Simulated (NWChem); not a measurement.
System: H$_{3}$O$_{2}$ cation; SMILES O[OH2+]

The following NWChem deck was run.

```
start job
memory heap 200 mb stack 900 mb global 1100 mb
charge 1
geometry units angstroms noautosym nocenter noautoz
  O     -0.001549     0.804195    -0.118734
  O      0.001097    -0.640962     0.083622
  H      0.012612     1.107991     0.829942
  H      0.809011    -0.975738    -0.403286
  H     -0.819396    -0.975496    -0.381934
end
basis spherical
  * library def2-svp
end
dft
  xc m05-2x
  iterations 150
end
cosmo
  dielec 25.0
end
task dft energy
```

Parts of the log:

```
             Northwest Computational Chemistry Package (NWChem) 7.3.0
             --------------------------------------------------------

                             Geometry "geometry" -> ""
                             -------------------------

 Output coordinates in angstroms (scale by  1.889725989 to convert to a.u.)

  No.       Tag          Charge          X              Y              Z
 ---- ---------------- ---------- -------------- -------------- --------------
    1 O                    8.0000    -0.00154900     0.80419500    -0.11873400
    2 O                    8.0000     0.00109700    -0.64096200     0.08362200
    3 H                    1.0000     0.01261200     1.10799100     0.82994200
    4 H                    1.0000     0.80901100    -0.97573800    -0.40328600
    5 H                    1.0000    -0.81939600    -0.97549600    -0.38193400

 Effective nuclear repulsion energy (a.u.)      43.1674818268

                                 NWChem DFT Module
                                 -----------------

 Summary of "ao basis" -> "ao basis" (spherical)
 ------------------------------------------------------------------------------
       Tag                 Description            Shells   Functions and Types
 ---------------- ------------------------------  ------  ---------------------
 O                          def2-svp                 6       14   3s2p1d
 H                          def2-svp                 3        5   2s1p

 in cosmo_initialize ...

 solvent parameters
 solvname_short: unkn
 solvname_long:  unknown
 dielec:       25.0000

          ---------------
          -cosmo- solvent
          ---------------
 Cosmo: York-Karplus, doi: 10.1021/jp992097l
 dielectric constant -eps-     =  25.00
 screen = (eps-1)/(eps    )    =   0.96000
 surface charge correction     = lagrangian

   van der Waals surface
 --------------------------

 ---------- ATOMIC COORDINATES (A.U.) ------------ VDWR(ANG.) --
     1   -0.00292719    1.51970819   -0.22437473     1.720
     2    0.00207303   -1.21124255    0.15802267     1.720
     3    0.02383322    2.09379939    1.56836297     1.300
     4    1.52880911   -1.84387746   -0.76210004     1.300
     5   -1.54843392   -1.84342014   -0.72175061     1.300
 number of segments per atom =         32
 number of   points per atom =         32
 atom (   nspa,  nppa )
 ----------------------
    1 (     20,     0 )       0
    2 (     20,     0 )       0
    3 (     16,     0 )       0
    4 (     18,     0 )       0
    5 (     18,     0 )       0
 number of -cosmo- surface points =       92
 molecular surface =     63.410 angstrom**2
 molecular volume  =     41.350 angstrom**3
 G(cav/disp)       =      1.177 kcal/mol
 -lineq- algorithm             =   0
 -bem- low  level              =   2
 -bem- from -octahedral-
 gaussian surface charge width =   4.50000
 degree of switching           =   1.00000
 switching function tolerance  =   0.00010
 atomic radii =
 --------------
    1  8.000  1.720
    2  8.000  1.720
    3  1.000  1.300
    4  1.000  1.300
    5  1.000  1.300
 ...... end of -cosmo- initialization ......

            General Information
            -------------------
          SCF calculation type: DFT
          Wavefunction type:  closed shell.
          No. of atoms     :     5
          No. of electrons :    18
           Alpha electrons :     9
            Beta electrons :     9
          Charge           :     1
          Spin multiplicity:     1
          Use of symmetry is: off; symmetry adaption is: off
          Maximum number of iterations: 150
          AO basis - number of functions:    43
                     number of shells:    21
          Convergence on energy requested:  1.00D-06
          Convergence on density requested:  1.00D-05
          Convergence on gradient requested:  5.00D-04

              XC Information
              --------------
                       M05-2X Method XC Functional
                     Hartree-Fock (Exact) Exchange  0.560
                M05-2X metaGGA Exchange Functional  0.440
                      M05-2X Correlation Potential  1.000

             Grid Information
             ----------------
          Grid used for XC integration:  medium
          Radial quadrature: Mura-Knowles
          Angular quadrature: Lebedev.
          Tag              B.-S. Rad. Rad. Pts. Rad. Cut. Ang. Pts.
          ---              ---------- --------- --------- ---------
          O                   0.60       49           7.0       434
          H                   0.35       45           8.0       434
          Grid pruning is: on
          Number of quadrature shells:   233
          Spatial weights used:  Erf1

      Superposition of Atomic Density Guess
      -------------------------------------

 Sum of atomic energies:        -150.88014476

 Renormalizing density from      19.00 to     18

      Non-variational initial energy
      ------------------------------

[...]

                                   COSMO solvation results
                                   -----------------------

                 gas phase energy =      -151.656261384464
                 sol phase energy =      -151.788952133093
 (electrostatic) solvation energy =         0.132690748629 (   83.26 kcal/mol)

                       DFT Final Molecular Orbital Analysis
                       ------------------------------------

 Vector    7  Occ=2.000000D+00  E=-6.794233D-01
              MO Center=  4.6D-04, -6.7D-02,  3.2D-02, r^2= 1.1D+00
   Bfn.  Coefficient  Atom+Function         Bfn.  Coefficient  Atom+Function
  ----- ------------  ---------------      ----- ------------  ---------------
    20      0.464751  2 O  pz                 6      0.324377  1 O  pz
    23      0.282752  2 O  pz                 3     -0.189028  1 O  s
     9      0.181567  1 O  pz                17      0.173448  2 O  s
     2     -0.167000  1 O  s                 16      0.151893  2 O  s
    29      0.140140  3 H  s                 34     -0.104373  4 H  s

 Vector    8  Occ=2.000000D+00  E=-5.338748D-01
              MO Center= -4.4D-04,  1.8D-01, -1.4D-02, r^2= 1.3D+00
   Bfn.  Coefficient  Atom+Function         Bfn.  Coefficient  Atom+Function
  ----- ------------  ---------------      ----- ------------  ---------------
    20     -0.435721  2 O  pz                 6      0.432965  1 O  pz
    23     -0.271953  2 O  pz                 9      0.247174  1 O  pz
     3     -0.244373  1 O  s                 29      0.230770  3 H  s
    19      0.161965  2 O  py                 2     -0.158453  1 O  s
     5     -0.120714  1 O  py                22      0.120071  2 O  py

 Vector    9  Occ=2.000000D+00  E=-4.893788D-01
              MO Center= -1.2D-03,  7.1D-01, -1.0D-01, r^2= 7.2D-01
   Bfn.  Coefficient  Atom+Function         Bfn.  Coefficient  Atom+Function
  ----- ------------  ---------------      ----- ------------  ---------------
     4      0.660299  1 O  px                 7      0.460200  1 O  px
    18     -0.145543  2 O  px                34     -0.116754  4 H  s
    39      0.116318  5 H  s                 21     -0.047623  2 O  px
    31      0.026478  3 H  px

 Vector   10  Occ=0.000000D+00  E=-2.675394D-02
              MO Center= -4.6D-04,  1.7D-01, -3.8D-02, r^2= 1.4D+00
   Bfn.  Coefficient  Atom+Function         Bfn.  Coefficient  Atom+Function
  ----- ------------  ---------------      ----- ------------  ---------------
     8      0.550332  1 O  py                17      0.534511  2 O  s
     5      0.528673  1 O  py                22      0.461581  2 O  py
    19      0.426921  2 O  py                 3     -0.413541  1 O  s
    16      0.255982  2 O  s                  2     -0.195714  1 O  s
    30      0.192326  3 H  s                 35     -0.169247  4 H  s

 Vector   11  Occ=0.000000D+00  E= 6.118918D-02
              MO Center= -4.4D-03, -6.6D-01, -2.3D-01, r^2= 3.4D+00
   Bfn.  Coefficient  Atom+Function         Bfn.  Coefficient  Atom+Function
  ----- ------------  ---------------      ----- ------------  ---------------
    17      0.673197  2 O  s                 35     -0.650468  4 H  s
    40     -0.652515  5 H  s                 30     -0.455789  3 H  s
     3      0.416409  1 O  s                 22     -0.290633  2 O  py
    19     -0.215564  2 O  py                16      0.204639  2 O  s
    34     -0.198874  4 H  s                 39     -0.199219  5 H  s

 Vector   12  Occ=0.000000D+00  E= 1.265574D-01
              MO Center=  6.8D-03,  8.3D-01,  7.7D-01, r^2= 2.9D+00
   Bfn.  Coefficient  Atom+Function         Bfn.  Coefficient  Atom+Function
  ----- ------------  ---------------      ----- ------------  ---------------
    30      1.206274  3 H  s                  3     -0.491064  1 O  s
     9     -0.356901  1 O  pz                40     -0.331367  5 H  s
     8     -0.326933  1 O  py                35     -0.316460  4 H  s
    29      0.261518  3 H  s                  6     -0.250618  1 O  pz
    22     -0.249719  2 O  py                 5     -0.231592  1 O  py

     Multipole analysis of the density
     ---------------------------------

     L   x y z        total         alpha         beta         nuclear
     -   - - -        -----         -----         ----         -------
     0   0 0 0      1.000000     -9.000000     -9.000000     19.000000

     1   1 0 0      0.001806      0.002216      0.002216     -0.002625
     1   0 1 0     -1.035918     -0.955073     -0.955073      0.874227
     1   0 0 1      0.000601      0.223453      0.223453     -0.446304

     2   2 0 0     -5.802306     -5.268941     -5.268941      4.735576
     2   1 1 0      0.047709      0.009002      0.009002      0.029704
     2   1 0 1     -0.007677     -0.002704     -0.002704     -0.002268
     2   0 2 0     -3.710020    -22.552535    -22.552535     41.395050
     2   0 1 1      3.430640      0.835098      0.835098      1.760443
     2   0 0 2     -6.619148     -5.391576     -5.391576      4.164004
```

Level: M05-2X/def2-SVP, COSMO on the gas-phase geometry. Geometry: optimised at PBE-D3(BJ)/def2-SVP. COSMO prints the solvation energy as gas minus solution, so a positive value is a stabilisation.
